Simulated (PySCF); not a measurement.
Coordinates in bohr (charge 0 multiplicity 5):
```
Cr    0.0000    0.0000   -1.0485
Br    4.1937    0.0000    0.3579
Br   -4.1937    0.0000    0.3579
```

Level of theory: UB3LYP/[Cr def2-SVP, Br def2-SVP], no relativity, density fitting, PySCF.

This geometry of CrBr₂ is a stationary point at this level.

Q: What is the point group?

A: C2v.

Q: Is it a minimum?

A: Yes: all harmonic wavenumbers are real, though the softest, 34 cm⁻¹, leaves little margin.

Q: List the harmonic modes with their infrared intensities.

A: 
```json
{"symmetry": "a1", "ω (cm⁻¹)": "34", "IR (km/mol)": "7.7"}
{"symmetry": "a1", "ω (cm⁻¹)": "229", "IR (km/mol)": "8.9"}
{"symmetry": "b2", "ω (cm⁻¹)": "375", "IR (km/mol)": "86.4"}
```

Q: What are the dipole moment and the gap between the highest occupied and lowest empty levels of either spin?

A: 2.48 D and 2.51 eV.

Q: Give the ideal-gas entropy at 298.15 K and 1 bar by parts.

A: translation 175.5, rotation 111.0, vibration 35.7, spin 13.4; total 335.6 J/(mol K).

In C2v the vibrations span 2a1 + b2. Here b1 is antisymmetric to the molecular plane and b2 lies in it.

Other isomers or separated fragments may lie lower. With open d or f shells other occupations or spin states may lie lower.
